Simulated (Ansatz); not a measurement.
Reactions of C2H8InNO, SMILES `C[N](C)[InH][OH]`.

Isolated molecules relaxed with PBE0-D4/def2-TZVP in Ansatz; ΔE leaves out vibrations. CCSD(T)/CBS is the MP2 limit (def2-TZVPP, def2-QZVPP) plus CCSD(T) − MP2 in def2-TZVPP, frozen cores. def2 core potentials past Kr. For Br, Ge, In, Mg, Se outer-core shells are correlated without core-valence functions, which leaves a few kJ/mol of doubt a bond. Scalar relativity is left out up to krypton. Each species was taken in one conformer, which may not be the lowest.

Q: Order these by ΔE at CCSD(T)/CBS, lowest first. (An estimate is asked.)
A. `C[N](C)[InH][OH]` + `[SH][Al]([Br])[Br]` → `[OH][InH][Br]` + `C[N](C)[Al]([SH])[Br]`
B. `C[N](C)[InH][OH]` + `[CH3][MgH]` → `[OH][InH2]` + `[CH3][Mg][N](C)C`
C. `C[N](C)[InH][OH]` + propane → `C[CH2][InH][OH]` + `CN(C)C`
D. `C[N](C)[InH][OH]` + `OC[SeH]` → `COC[SeH]` + `C[NH][InH][OH]`
E. `C[N](C)[InH][OH]` + `CO[SiH2]O[SiH3]` → `C[N](C)[In]([OH])[O][SiH3]` + `CO[SiH3]`
F. `C[N](C)[InH][OH]` + `[NH2][Ge][OH]` → `C[O][Ge][NH2]` + `C[NH][InH][OH]`

A: A (-54.0 kJ/mol), B (-33.6 kJ/mol), D (+13.7 kJ/mol), F (+26.5 kJ/mol), C (+59.4 kJ/mol), E (+90.8 kJ/mol).

Largest T1 diagnostic: 0.017, for `[OH][InH2]`.
